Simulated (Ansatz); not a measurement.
`N[SiH2]S[Si](N)(F)F` + H₂ → `N[SiH](F)F` + `N[SiH2]S`  (hydrogenolysis of the Si–S bond)

Program: Ansatz. Geometries: PBE0-D4/def2-TZVP. ΔE: electronic, gas phase. CCSD(T)/CBS is the MP2 limit (def2-TZVPP, def2-QZVPP) plus CCSD(T) − MP2 in def2-TZVPP, frozen cores. This one scheme is used for every species. Functionals use def2-TZVPP. B3LYP here is the variant with VWN-RPA as its local correlation; programs differ in this. Each species was taken in one conformer, which may not be the lowest.

`N[SiH2]S[Si](N)(F)F`:

Z-matrix (Å, degrees):
```
Si
S 1 2.174
N 1 1.704 2 117.3
H 1 1.478 2 107.4 3 122.7
H 1 1.481 2 102.2 3 -118.4
Si 2 2.093 1 99.2 3 -72.1
H 3 1.008 1 118.6 2 70.2
H 3 1.008 1 119.9 2 -71.8
N 6 1.678 2 110.3 1 149.9
F 6 1.600 2 107.9 1 24.2
F 6 1.586 2 114.3 1 -89.7
H 9 1.004 6 122.7 2 -38.8
H 9 1.005 6 122.8 2 152.7
```

H₂:

Cartesian coordinates in Å:
```
H 0.042 -0.350 -0.122
H -0.042 0.350 0.122
```

`N[SiH](F)F`:

Z-matrix (Å, degrees):
```
Si
F 1 1.586
F 1 1.591 2 104.6
N 1 1.684 2 108.1 3 122.7
H 1 1.470 2 111.4 3 -115.3
H 4 1.006 1 121.4 2 160.3
H 4 1.007 1 122.6 2 -42.8
```

`N[SiH2]S`:

```xyz
8

N    -0.454    0.011    1.357
Si    0.444    0.092   -0.091
S    -0.837    0.054   -1.818
H    -0.660    0.849    1.874
H    -1.130   -0.715    1.527
H     1.366   -1.061   -0.247
H     1.216    1.357   -0.011
H     0.055   -0.588   -2.590
```

(1) Is it downhill or uphill in electronic energy at CCSD(T)/CBS, and by how much? (An estimate is asked.)

(2) What do these levels give: PBE-D4, r2SCAN-D4, B3LYP-D4, ωB97X-V, ωB97M-V, r2SCAN, HF/def2-TZVPP, MP2/def2-TZVPP, SCS-MP2/def2-TZVPP, CCSD(T)/def2-TZVPP, MP2/def2-QZVPP, HF/CBS(def2)? (An estimate is asked.)

Largest T1 diagnostic among the species: 0.011.

Results:

(1) Ansatz gave: Uphill: ΔE = +58.8 kJ/mol.

(2) Ansatz gave: PBE-D4 66.7, r2SCAN-D4 67.5, B3LYP-D4 60.8, ωB97X-V 57.5, ωB97M-V 60.7, r2SCAN 63.8, HF/def2-TZVPP 26.2, MP2/def2-TZVPP 63.3, SCS-MP2/def2-TZVPP 52.9, CCSD(T)/def2-TZVPP 54.3, MP2/def2-QZVPP 65.6, HF/CBS(def2) 25.3 kJ/mol.

In def2-TZVPP, CCSD(T) changes the Hartree–Fock value by +28.1 kJ/mol (the triples alone add +7.0 kJ/mol) and MP2 by +37.1 kJ/mol. The D4 term adds +21.1 kJ/mol with B3LYP and +11.8 kJ/mol with PBE0; it sums over pairs of atoms, weighted by their polarisabilities, and B3LYP, whose exchange is more repulsive, gets the larger term.
